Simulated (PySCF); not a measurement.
Bonds broken one at a time in the series B CH3-H. Gas-phase values, no solvent. Strings in code marks are SMILES.

Computed with PBE-D3(BJ)/def2-TZVP // B3LYP-D3(BJ)/def2-TZVP (PySCF). 

| species | dipole moment (D) |
|---|---|
| whole molecule (`B(C)(C)C`) | 0.01 |
| radical fragment (`C[B]C`) | 1.13 |
| radical fragment (`C[BH]`) | 1.31 |
| whole molecule (`BC`) | 0.77 |
| radical fragment (`[BH2]`) | 0.51 |
| whole molecule (`B`) | 0.00 |
